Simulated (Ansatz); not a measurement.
Nudged elastic band run: AsB$_{2}$H$_{6}$N

input.yaml

```yaml
crystal:
  periodic: [false, false, false]
  atoms:
    - { symbol: B, position_ang: [-1.577578, 0.536614, -0.640719] }
    - { symbol: As, position_ang: [-0.122583, -0.2586, 0.355038] }
    - { symbol: B, position_ang: [0.922113, -1.590208, -0.588125] }
    - { symbol: "N", position_ang: [0.971063, 0.939349, 1.260045] }
    - { symbol: H, position_ang: [-2.166512, -0.181017, -1.407161] }
    - { symbol: H, position_ang: [-1.887602, 1.684831, -0.446936] }
    - { symbol: H, position_ang: [2.103288, -1.679504, -0.385396] }
    - { symbol: H, position_ang: [0.303511, -2.341655, -1.296576] }
    - { symbol: H, position_ang: [0.718975, 0.954909, 2.249037] }
    - { symbol: H, position_ang: [0.818426, 1.884181, 0.903892] }
basis:
  gaussian: { orbitals: def2-SVP }
hamiltonian:
  xc: r2scan
  dispersion: d4
neb:
  order_check: false
  images: 7
  f_tol: 0.05
  max_iterations: 60
  final_atoms:
    - { symbol: B, position_ang: [-1.65695145, 0.55436893, -0.77993687] }
    - { symbol: As, position_ang: [-0.2456353, -0.15396554, 0.34350052] }
    - { symbol: B, position_ang: [0.88072379, -1.50576359, -0.45913757] }
    - { symbol: "N", position_ang: [0.65429554, 1.20587883, 1.23293933] }
    - { symbol: H, position_ang: [-2.22027795, -0.24339693, -1.48406581] }
    - { symbol: H, position_ang: [-1.9776097, 1.70900828, -0.68746128] }
    - { symbol: H, position_ang: [2.04666608, -1.57901691, -0.16358581] }
    - { symbol: H, position_ang: [0.34733717, -2.27673934, -1.2146485] }
    - { symbol: H, position_ang: [1.64235657, 1.1930104, 0.97537476] }
    - { symbol: H, position_ang: [0.61219626, 1.04551587, 2.24012022] }
  initial_path:
    images:
      - { positions_ang: [[-1.577578, 0.536614, -0.640719], [-0.122583, -0.2586, 0.355038], [0.922113, -1.590208, -0.588125], [0.971063, 0.939349, 1.260045], [-2.166512, -0.181017, -1.407161], [-1.887602, 1.684831, -0.446936], [2.103288, -1.679504, -0.385396], [0.303511, -2.341655, -1.296576], [0.718975, 0.954909, 2.249037], [0.818426, 1.884181, 0.903892]] }
      - { positions_ang: [[-1.53961114, 0.51212155, -0.639629], [-0.19140884, -0.29697754, 0.47541364], [0.87756298, -1.55749228, -0.5615845], [0.96119489, 0.96321878, 1.18223423], [-2.06505951, -0.17172671, -1.46441215], [-1.92694891, 1.6401404, -0.44327099], [2.04026597, -1.72552941, -0.31411363], [0.31292032, -2.22969573, -1.33769627], [0.89396663, 0.92764854, 2.16870722], [0.72021862, 1.88719239, 0.93745044]] }
      - { positions_ang: [[-1.50164429, 0.4876291, -0.63853901], [-0.26023467, -0.33535507, 0.59578928], [0.83301295, -1.52477655, -0.53504401], [0.95132677, 0.98708857, 1.10442347], [-1.96360703, -0.16243642, -1.5216633], [-1.96629582, 1.5954498, -0.43960598], [1.97724393, -1.77155481, -0.24283125], [0.32232964, -2.11773647, -1.37881654], [1.06895827, 0.90038807, 2.08837745], [0.62201125, 1.89020378, 0.97100888]] }
      - { positions_ang: [[-1.46367743, 0.46313665, -0.63744901], [-0.32906051, -0.37373261, 0.71616492], [0.78846293, -1.49206083, -0.50850351], [0.94145866, 1.01095835, 1.0266127], [-1.86215454, -0.15314613, -1.57891445], [-2.00564273, 1.5507592, -0.43594096], [1.9142219, -1.81758022, -0.17154888], [0.33173897, -2.0057772, -1.4199368], [1.2439499, 0.87312761, 2.00804767], [0.52380387, 1.89321517, 1.00456733]] }
      - { positions_ang: [[-1.42571058, 0.4386442, -0.63635901], [-0.39788635, -0.41211014, 0.83654056], [0.7439129, -1.4593451, -0.48196301], [0.93159054, 1.03482814, 0.94880194], [-1.76070206, -0.14385584, -1.6361656], [-2.04498964, 1.5060686, -0.43227595], [1.85119986, -1.86360562, -0.10026651], [0.34114829, -1.89381794, -1.46105707], [1.41894154, 0.84586714, 1.9277179], [0.42559649, 1.89622656, 1.03812577]] }
      - { positions_ang: [[-1.4835208, 0.46757538, -0.67225348], [-0.35982359, -0.34757399, 0.71328055], [0.77811562, -1.47094972, -0.47625665], [0.86226679, 1.07759081, 1.01983628], [-1.87559603, -0.16874111, -1.59814065], [-2.02814466, 1.55680352, -0.49607229], [1.90006642, -1.79245845, -0.11609633], [0.34269551, -1.98954829, -1.39945493], [1.47479529, 0.93265296, 1.68963211], [0.47224643, 1.68354889, 1.33862438]] }
      - { positions_ang: [[-1.54133101, 0.49650657, -0.70814794], [-0.32176082, -0.28303784, 0.59002054], [0.81231835, -1.48255435, -0.47055029], [0.79294304, 1.12035348, 1.09087063], [-1.99049, -0.19362639, -1.56011571], [-2.01129967, 1.60753844, -0.55986862], [1.94893297, -1.72131127, -0.13192616], [0.34424273, -2.08527864, -1.33785278], [1.53064905, 1.01943877, 1.45154633], [0.51889638, 1.47087121, 1.639123]] }
      - { positions_ang: [[-1.59914123, 0.52543775, -0.74404241], [-0.28369806, -0.21850169, 0.46676053], [0.84652107, -1.49415897, -0.46484393], [0.72361929, 1.16311616, 1.16190498], [-2.10538398, -0.21851166, -1.52209076], [-1.99445469, 1.65827336, -0.62366495], [1.99779953, -1.65016409, -0.14775598], [0.34578995, -2.18100899, -1.27625064], [1.58650281, 1.10622459, 1.21346055], [0.56554632, 1.25819354, 1.93962161]] }
      - { positions_ang: [[-1.65695145, 0.55436893, -0.77993687], [-0.2456353, -0.15396554, 0.34350052], [0.88072379, -1.50576359, -0.45913757], [0.65429554, 1.20587883, 1.23293933], [-2.22027795, -0.24339693, -1.48406581], [-1.9776097, 1.70900828, -0.68746128], [2.04666608, -1.57901691, -0.16358581], [0.34733717, -2.27673934, -1.2146485], [1.64235657, 1.1930104, 0.97537476], [0.61219626, 1.04551587, 2.24012022]] }
```

Run as:

```bash
$ ansatz run input.yaml --threads 2 --pin off --max-ram 3072MiB --backend cpu --events-out ev --progress --plain --runs-dir out
```

Output, in part (warnings, iteration lines, the closing report on the highest movable image, with atoms numbered from 0):

```
NEB end point (image 0): max|allowed force component| = 8.698e-3 eV/Å (the criterion of neb.relax_end_points is 1.000e-2)
NEB end point (image 8): max|allowed force component| = 7.273e-3 eV/Å (the criterion of neb.relax_end_points is 1.000e-2)
NEB iter   1: max|band force component| = 3.691e1 eV/Å  barrier→ = 6.5528 eV  barrier← = 6.5528 eV  Δτ_max = 0.2000 Å  (251 SCF iters)
NEB iter   2: max|band force component| = 2.597e0 eV/Å  barrier→ = 0.5383 eV  barrier← = 0.5383 eV  Δτ_max = 0.1966 Å  (239 SCF iters)
NEB iter   3: max|band force component| = 2.798e0 eV/Å  barrier→ = 0.5345 eV  barrier← = 0.5345 eV  Δτ_max = 0.1050 Å  (231 SCF iters)
NEB iter   4: max|band force component| = 1.465e0 eV/Å  barrier→ = 0.1960 eV  barrier← = 0.1960 eV  Δτ_max = 0.1011 Å  (210 SCF iters)
NEB iter   5: max|band force component| = 3.697e-1 eV/Å  barrier→ = 0.0718 eV  barrier← = 0.0718 eV  CI = image 4  Δτ_max = 0.1972 Å  (211 SCF iters)
NEB iter   6: max|band force component| = 3.878e-1 eV/Å  barrier→ = 0.0320 eV  barrier← = 0.0320 eV  CI = image 4  Δτ_max = 0.0383 Å  (213 SCF iters)
NEB iter   7: max|band force component| = 1.075e-1 eV/Å  barrier→ = 0.0184 eV  barrier← = 0.0184 eV  CI = image 4  Δτ_max = 0.0926 Å  (215 SCF iters)
NEB iter   8: max|band force component| = 1.434e-1 eV/Å  barrier→ = 0.0175 eV  barrier← = 0.0175 eV  CI = image 4  Δτ_max = 0.0373 Å  (211 SCF iters)
NEB iter   9: max|band force component| = 6.055e-2 eV/Å  barrier→ = 0.0161 eV  barrier← = 0.0161 eV  CI = image 4  Δτ_max = 0.0461 Å  (214 SCF iters)
NEB iter  10: max|band force component| = 8.786e-2 eV/Å  barrier→ = 0.0159 eV  barrier← = 0.0159 eV  CI = image 4  Δτ_max = 0.0232 Å  (215 SCF iters)
NEB iter  11: max|band force component| = 5.798e-2 eV/Å  barrier→ = 0.0156 eV  barrier← = 0.0156 eV  CI = image 4  Δτ_max = 0.0232 Å  (214 SCF iters)
NEB iter  12: max|band force component| = 1.903e-2 eV/Å  barrier→ = 0.0156 eV  barrier← = 0.0156 eV  CI = image 4  Δτ_max = 0.0000 Å  (419 SCF iters)
Total energy: -63768.67125247 eV, -2343.4554445705 hartree
Atom 0 at    -1.564443     0.566085    -0.790531 Å, force     0.003285    -0.006651     0.003868 eV/Å
Atom 1 at    -0.169442    -0.172575     0.320315 Å, force     0.001844     0.009992     0.001480 eV/Å
Atom 2 at     0.891851    -1.560253    -0.502127 Å, force     0.003071     0.004822    -0.007819 eV/Å
Atom 3 at     0.874543     1.136568     1.129498 Å, force    -0.013567    -0.003654    -0.002004 eV/Å
Atom 4 at    -2.163159    -0.231693    -1.463377 Å, force     0.000527     0.000812    -0.001926 eV/Å
Atom 5 at    -1.855094     1.731929    -0.721043 Å, force    -0.002214     0.003445     0.000551 eV/Å
Atom 6 at     2.067327    -1.658823    -0.263692 Å, force    -0.000253    -0.002401     0.002369 eV/Å
Atom 7 at     0.278702    -2.349332    -1.172312 Å, force    -0.002192    -0.001528     0.003953 eV/Å
Atom 8 at     1.459947     0.698152     1.842442 Å, force     0.007609    -0.002815     0.006422 eV/Å
Atom 9 at     0.262870     1.788843     1.623926 Å, force     0.001891    -0.002023    -0.006894 eV/Å
Dipole moment:     0.007350     0.078386     0.396977 e Å
```

The run converged. A vibrational analysis at the climbing image gives one clearly imaginary mode, 102i cm⁻¹: a first-order saddle point.

Final band (atoms are numbered from 1 in the order of the input):

```csv
image,path coordinate (Å),energy (kJ/mol),dihedral B3–As2–N4–H9 (°)
0,0.00,0.0,-124
1,0.36,0.1,-107
2,0.71,0.6,-92
3,1.07,1.2,-75
4,1.43,1.5,-59
5,1.81,1.3,-41
6,2.19,0.7,-22
7,2.57,0.2,-4
8,2.96,0.0,15
```

Run time: 3.7 min on 2 threads of Intel(R) Xeon(R) Platinum 8488C (Sapphire Rapids), with other jobs on the host, peak memory 0.19 GiB.
